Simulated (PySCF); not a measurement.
Si(F)2(Cl)(Et) (C2H5ClF2Si), SMILES CC[Si](F)(F)Cl.

Coordinates come from a r2SCAN-D4/def2-SVP optimisation. Other conformers were not sampled.

Two levels are set side by side: PBE/def2-TZVP (PySCF) and B3LYP/def2-TZVP (PySCF). Same geometry, gas phase. Differences are taken from unrounded values.

```tsv
quantity	B3LYP	PBE	PBE minus B3LYP
orbital gap (eV)	9.45	7.69	-1.75
highest occupied level (eV)	-9.10	-7.93	1.18
lowest empty level (eV)	0.34	-0.23	-0.58
dipole moment (D)	2.52	2.46	-0.06
mean polarisability (bohr³)	57.2	59.2	2.0
```

Without exact exchange PBE keeps part of each electron's self-repulsion, which lifts occupied levels and narrows the gap. PBE's more diffuse valence density responds more strongly to a field. Differences between two approximate levels are no errors against the true value.

Rough cost on one machine, each run with all the roots and properties that it gave: B3LYP against PBE within a factor of 2.
